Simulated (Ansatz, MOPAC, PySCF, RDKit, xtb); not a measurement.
Torsion H4–N1–Ge2–Br3 in BrGeH2N (SMILES [NH2][Ge][Br]); at each angle all else is relaxed with GFN2-xTB, and the levels are single points there.
Geometry at 0° (charge 0, multiplicity 1):
```xyz
5

N     -0.7116     0.0049    -0.0667
Ge     0.7227    -1.0574    -0.3707
Br     1.9971     0.5969    -1.4690
H     -0.8363     0.9757    -0.3203
H     -1.5382    -0.3234     0.4088
```

```json
[
 {"level": "UFF", "energy at 270° less that at 0° (meV)": "95.0", "minus CCSD(T)/CBS(cc-pVTZ, cc-pVQZ)": "-433.0", "cost": "-"},
 {"level": "GFN-FF", "energy at 270° less that at 0° (meV)": "-30.9", "minus CCSD(T)/CBS(cc-pVTZ, cc-pVQZ)": "-558.9", "cost": "-"},
 {"level": "PM3", "energy at 270° less that at 0° (meV)": "1629.4", "minus CCSD(T)/CBS(cc-pVTZ, cc-pVQZ)": "1101.4", "cost": "-"},
 {"level": "PM6", "energy at 270° less that at 0° (meV)": "547.3", "minus CCSD(T)/CBS(cc-pVTZ, cc-pVQZ)": "19.4", "cost": "-"},
 {"level": "GFN1-xTB", "energy at 270° less that at 0° (meV)": "401.2", "minus CCSD(T)/CBS(cc-pVTZ, cc-pVQZ)": "-126.8", "cost": "-"},
 {"level": "GFN2-xTB", "energy at 270° less that at 0° (meV)": "322.9", "minus CCSD(T)/CBS(cc-pVTZ, cc-pVQZ)": "-205.1", "cost": "-"},
 {"level": "HF/STO-3G", "energy at 270° less that at 0° (meV)": "834.8", "minus CCSD(T)/CBS(cc-pVTZ, cc-pVQZ)": "306.8", "cost": "-"},
 {"level": "HF/6-31G*", "energy at 270° less that at 0° (meV)": "517.6", "minus CCSD(T)/CBS(cc-pVTZ, cc-pVQZ)": "-10.4", "cost": "-"},
 {"level": "HF/cc-pVTZ", "energy at 270° less that at 0° (meV)": "515.4", "minus CCSD(T)/CBS(cc-pVTZ, cc-pVQZ)": "-12.6", "cost": "-"},
 {"level": "HF/cc-pVQZ", "energy at 270° less that at 0° (meV)": "514.1", "minus CCSD(T)/CBS(cc-pVTZ, cc-pVQZ)": "-13.9", "cost": "-"},
 {"level": "SVWN5/def2-TZVPP", "energy at 270° less that at 0° (meV)": "564.8", "minus CCSD(T)/CBS(cc-pVTZ, cc-pVQZ)": "36.8", "cost": "×0.8"},
 {"level": "PBE/def2-TZVPP", "energy at 270° less that at 0° (meV)": "506.6", "minus CCSD(T)/CBS(cc-pVTZ, cc-pVQZ)": "-21.4", "cost": "×1"},
 {"level": "PBE-D3(BJ)/def2-TZVPP", "energy at 270° less that at 0° (meV)": "507.7", "minus CCSD(T)/CBS(cc-pVTZ, cc-pVQZ)": "-20.3", "cost": "×1"},
 {"level": "BLYP/def2-TZVPP", "energy at 270° less that at 0° (meV)": "481.8", "minus CCSD(T)/CBS(cc-pVTZ, cc-pVQZ)": "-46.2", "cost": "×1"},
 {"level": "BLYP-D4/def2-TZVPP", "energy at 270° less that at 0° (meV)": "488.3", "minus CCSD(T)/CBS(cc-pVTZ, cc-pVQZ)": "-39.7", "cost": "×1"},
 {"level": "BP86/6-31G*", "energy at 270° less that at 0° (meV)": "515.5", "minus CCSD(T)/CBS(cc-pVTZ, cc-pVQZ)": "-12.5", "cost": "-"},
 {"level": "r2SCAN/def2-TZVPP", "energy at 270° less that at 0° (meV)": "559.0", "minus CCSD(T)/CBS(cc-pVTZ, cc-pVQZ)": "31.0", "cost": "×2"},
 {"level": "r2SCAN-D3(BJ)/def2-TZVPP", "energy at 270° less that at 0° (meV)": "559.0", "minus CCSD(T)/CBS(cc-pVTZ, cc-pVQZ)": "31.0", "cost": "×2"},
 {"level": "r2SCAN-D4/def2-TZVPP", "energy at 270° less that at 0° (meV)": "559.1", "minus CCSD(T)/CBS(cc-pVTZ, cc-pVQZ)": "31.2", "cost": "×2"},
 {"level": "B3LYP/6-31G*", "energy at 270° less that at 0° (meV)": "515.6", "minus CCSD(T)/CBS(cc-pVTZ, cc-pVQZ)": "-12.4", "cost": "-"},
 {"level": "B3LYP/LANL2DZ", "energy at 270° less that at 0° (meV)": "641.1", "minus CCSD(T)/CBS(cc-pVTZ, cc-pVQZ)": "113.1", "cost": "-"},
 {"level": "B3LYP/def2-TZVPP", "energy at 270° less that at 0° (meV)": "508.5", "minus CCSD(T)/CBS(cc-pVTZ, cc-pVQZ)": "-19.5", "cost": "×2"},
 {"level": "B3LYP-D3(BJ)/def2-TZVPP", "energy at 270° less that at 0° (meV)": "511.4", "minus CCSD(T)/CBS(cc-pVTZ, cc-pVQZ)": "-16.6", "cost": "×2"},
 {"level": "B3LYP-D4/def2-TZVPP", "energy at 270° less that at 0° (meV)": "512.6", "minus CCSD(T)/CBS(cc-pVTZ, cc-pVQZ)": "-15.4", "cost": "×2"},
 {"level": "PBE0/def2-TZVPP", "energy at 270° less that at 0° (meV)": "530.3", "minus CCSD(T)/CBS(cc-pVTZ, cc-pVQZ)": "2.3", "cost": "×2"},
 {"level": "PBE0-D3(BJ)/def2-TZVPP", "energy at 270° less that at 0° (meV)": "530.9", "minus CCSD(T)/CBS(cc-pVTZ, cc-pVQZ)": "3.0", "cost": "×2"},
 {"level": "PBE0-D4/def2-TZVPP", "energy at 270° less that at 0° (meV)": "531.8", "minus CCSD(T)/CBS(cc-pVTZ, cc-pVQZ)": "3.8", "cost": "×2"},
 {"level": "M06-2X/6-31G*", "energy at 270° less that at 0° (meV)": "515.4", "minus CCSD(T)/CBS(cc-pVTZ, cc-pVQZ)": "-12.6", "cost": "-"},
 {"level": "M06-2X/def2-TZVPP", "energy at 270° less that at 0° (meV)": "508.3", "minus CCSD(T)/CBS(cc-pVTZ, cc-pVQZ)": "-19.7", "cost": "-"},
 {"level": "MP2/6-31G*", "energy at 270° less that at 0° (meV)": "605.5", "minus CCSD(T)/CBS(cc-pVTZ, cc-pVQZ)": "77.5", "cost": "-"},
 {"level": "MP2/cc-pVTZ", "energy at 270° less that at 0° (meV)": "557.4", "minus CCSD(T)/CBS(cc-pVTZ, cc-pVQZ)": "29.5", "cost": "-"},
 {"level": "MP2/cc-pVQZ", "energy at 270° less that at 0° (meV)": "554.9", "minus CCSD(T)/CBS(cc-pVTZ, cc-pVQZ)": "27.0", "cost": "-"},
 {"level": "MP2/CBS(cc-pVTZ, cc-pVQZ)", "energy at 270° less that at 0° (meV)": "554.1", "minus CCSD(T)/CBS(cc-pVTZ, cc-pVQZ)": "26.1", "cost": "-"},
 {"level": "SCS-MP2/cc-pVDZ", "energy at 270° less that at 0° (meV)": "564.8", "minus CCSD(T)/CBS(cc-pVTZ, cc-pVQZ)": "36.8", "cost": "-"},
 {"level": "SCS-MP2/cc-pVTZ", "energy at 270° less that at 0° (meV)": "547.6", "minus CCSD(T)/CBS(cc-pVTZ, cc-pVQZ)": "19.7", "cost": "-"},
 {"level": "SCS-MP2/cc-pVQZ", "energy at 270° less that at 0° (meV)": "545.4", "minus CCSD(T)/CBS(cc-pVTZ, cc-pVQZ)": "17.4", "cost": "-"},
 {"level": "CCSD/cc-pVDZ", "energy at 270° less that at 0° (meV)": "541.0", "minus CCSD(T)/CBS(cc-pVTZ, cc-pVQZ)": "13.0", "cost": "-"},
 {"level": "CCSD/cc-pVTZ", "energy at 270° less that at 0° (meV)": "526.8", "minus CCSD(T)/CBS(cc-pVTZ, cc-pVQZ)": "-1.2", "cost": "-"},
 {"level": "CCSD(T)/cc-pVDZ", "energy at 270° less that at 0° (meV)": "549.0", "minus CCSD(T)/CBS(cc-pVTZ, cc-pVQZ)": "21.0", "cost": "×1"},
 {"level": "CCSD(T)/CBS(cc-pVTZ, cc-pVQZ)", "energy at 270° less that at 0° (meV)": "528.0", "minus CCSD(T)/CBS(cc-pVTZ, cc-pVQZ)": "0.0", "cost": "×400*"}
]
```

 The comparison column counts from a level with limits of its own.

The rows run from -30.9 (GFN-FF) to 1629.4 meV (PM3). From cc-pVTZ to cc-pVQZ MP2 changes by -2.5. The dispersion term adds 1.1 in PBE-D3(BJ), 6.5 in BLYP-D4, -0.1 in r2SCAN-D3(BJ). The 7 functionals in def2-TZVPP without D3 or D4 span 83.0, from BLYP to SVWN5.

On the grid 0° to 330°, 270° is the highest and 0° the lowest point at CCSD(T)/CBS(cc-pVTZ, cc-pVQZ).

Cores are frozen in the correlated methods. Filled d and f shells under p-block atoms count as core. CBS: X⁻³ extrapolation of the correlation energy, Hartree–Fock from the larger set. Rows in 6-31G*, LANL2DZ, STO-3G carry no dispersion term and start afresh at each structure (6-31G* with six Cartesian d functions); the Pople sets are all-electron and without relativity. MP2/6-31G* freezes PySCF's default core, which leaves 3d correlated. LANL2DZ brings its own core potentials from Na on. The state that PM3, PM6 reach isn't checked.

Run with Ansatz (a first-principles code) with Gaussian orbitals; MOPAC for PM3, PM6 (differences of heats of formation); PySCF for 6-31G* rows, LANL2DZ rows, M06-2X, STO-3G rows, the dispersion terms; RDKit for the force fields; xtb for the GFN methods. 

Costs are rough ratios of core time to PBE/def2-TZVPP (about 2.6 s over the structures, on one shared machine); a dash marks a level with no comparable run of its own. A star marks coupled-cluster runs past 200 virtual orbitals, where the program's memory plan changes under this machine's limit, so their costs aren't comparable with smaller runs.
